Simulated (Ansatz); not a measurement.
Ansatz (a first-principles code) job for CH8ClNSi3, SMILES N[Si@@]1(Cl)C[SiH2][SiH2]1, CAM-B3LYP/def2-SVPD. Geometry optimised at PBE0-D3(BJ)/def2-SVP. The structure was generated by enumeration; whether it is a known compound was not checked. The values are those of a single conformer.

Ansatz 0.2 input:
```yaml
crystal:
  periodic: [false, false, false]
  atoms:
    - {symbol: N, position_ang: [1.63126644, -1.02167791, 0.81461670]}
    - {symbol: Si, position_ang: [0.63636846, 0.01543926, -0.13478184]}
    - {symbol: Cl, position_ang: [1.69752953, 1.26850227, -1.43436384]}
    - {symbol: C, position_ang: [-0.63151345, -1.05161700, -1.03202191]}
    - {symbol: Si, position_ang: [-1.90877446, -1.11215508, 0.39099492]}
    - {symbol: Si, position_ang: [-1.01324040, 0.88836265, 1.28053363]}
    - {symbol: H, position_ang: [2.11289649, -1.79797730, 0.37066612]}
    - {symbol: H, position_ang: [2.19831944, -0.62574095, 1.55681798]}
    - {symbol: H, position_ang: [-0.27762112, -2.01908929, -1.42060848]}
    - {symbol: H, position_ang: [-1.06453682, -0.47944635, -1.87022291]}
    - {symbol: H, position_ang: [-1.68323019, -2.28568376, 1.28714001]}
    - {symbol: H, position_ang: [-3.33079304, -1.11077386, -0.07249236]}
    - {symbol: H, position_ang: [-0.74097747, 1.02127984, 2.74299585]}
    - {symbol: H, position_ang: [-1.70279402, 2.11128480, 0.76524952]}
basis:
  gaussian:
    orbitals: def2-SVPD
hamiltonian:
  xc: {name: CAM-B3LYP}
```

Program output:

```
WARN ansatz: RAYON_NUM_THREADS=2 ignored (pool sized by the plan → 2); use --threads N
Functional definition: CAM-B3LYP
integrals: 0.24 GiB planned
1843 factors; their error is unknown
integrals: 0.27 GiB planned
803 factors; integrals over basis functions are off by at most 2.2e-5 eV
mean field: 2.25 GiB planned
mean field evaluation 1: about -38794.3743 eV, gradient 5.8e1 eV
mean field evaluation 2: about -38792.2952 eV, gradient 6.4e1 eV
mean field evaluation 4: about -38801.4700 eV, gradient 2.6e0 eV
mean field evaluation 8: about -38801.4843 eV, gradient 3.5e-2 eV
mean field evaluation 16: about -38801.6712 eV, gradient 3.7e-5 eV
mean field -38801.67115640 eV, -1425.9351142803 hartree, gradient 3.7e-5 eV, S^2 0.000000; 0 other end points of the search recorded, 0 dependent functions left out
reference -38801.67132233 eV, -1425.9351203782 hartree; 40, 40 occupied and 163, 163 virtual orbitals, 1843 factors
Total energy: -38801.67132233 eV, -1425.9351203782 hartree
```

The calculation finished and met its thresholds.
